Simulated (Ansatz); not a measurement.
`[SiH3][SbH2]` + `O[BH][AlH2]` → `[AlH2][BH]O[SiH3]` + `[SbH3]`  (cleavage of the Si–Sb bond)

Calculated with Ansatz (gas phase, PBE0-D4/def2-TZVP geometries, no zero-point term in ΔE). CCSD(T)/CBS is the MP2 limit (def2-TZVPP, def2-QZVPP) plus CCSD(T) − MP2 in def2-TZVPP, frozen cores. Functionals use def2-TZVPP. B3LYP here is the variant with VWN-RPA as its local correlation; programs differ in this. HSE06 is defined as in plane-wave codes. def2 core potentials past Kr. For Sb outer-core shells are correlated without core-valence functions, which leaves a few kJ/mol of doubt a bond. Each species was taken in one conformer, which may not be the lowest.

```csv
level,ΔE (kcal/mol),difference from CCSD(T)/CBS
LDA (SPW92),-7.3,3.1
PBE-D4,-6.3,4.1
revPBE-D4,-6.8,3.6
BLYP-D4,-10.7,-0.3
r2SCAN-D4,-10.0,0.4
B97M-V,-12.7,-2.3
B3LYP-D4,-11.4,-1.0
r2SCANh-D4,-10.0,0.4
r2SCAN0-D4,-10.2,0.2
HSE06-D4,-7.4,3.0
BHLYP-D4,-13.0,-2.6
CAM-B3LYP-D4,-13.1,-2.7
ωB97X-V,-11.2,-0.8
ωB97M-V,-11.3,-0.9
PBE-QIDH,-9.7,0.7
PBE,-6.4,4.0
revPBE,-6.1,4.3
r2SCAN,-9.9,0.5
r2SCANh,-10.0,0.4
r2SCAN0,-10.1,0.3
HSE06,-7.5,2.9
BHLYP,-13.6,-3.2
CAM-B3LYP,-13.2,-2.8
LC-ωPBE,-9.8,0.6
RPA@PBE/def2-TZVPP,-12.5,-2.1
HF/def2-SVP,-12.8,-2.4
MP2/def2-SVP,-9.5,0.9
CCSD/def2-SVP,-9.8,0.6
CCSD(T)/def2-SVP,-9.4,1.0
HF/def2-TZVPP,-16.5,-6.1
MP2/def2-TZVPP,-11.2,-0.8
SCS-MP2/def2-TZVPP,-13.0,-2.6
CCSD/def2-TZVPP,-12.4,-2.0
CCSD(T)/def2-TZVPP,-11.7,-1.3
HF/def2-QZVPP,-16.9,-6.5
MP2/def2-QZVPP,-10.7,-0.3
SCS-MP2/def2-QZVPP,-12.4,-2.0
HF/CBS(def2),-17.0,-6.6
MP2/CBS(def2),-10.0,0.4
CCSD/CBS(def2),-11.1,-0.7
CCSD(T)/CBS,-10.4,0
```

Largest T1 diagnostic among the species: 0.014.

From PBE to PBE0 (25 % exact exchange), in def2-TZVPP and without D4, ΔE moves by −1.2 kcal/mol. In def2-TZVPP, CCSD(T) changes the Hartree–Fock value by +4.8 kcal/mol (the triples alone add +0.7 kcal/mol) and MP2 by +5.2 kcal/mol. Leaving LDA and LC-ωPBE aside and taking each functional with its dispersion term where it has one, the values spread over 6.8 kcal/mol, from CAM-B3LYP-D4 to PBE-D4. LDA lies −0.9 kcal/mol from PBE without D4.
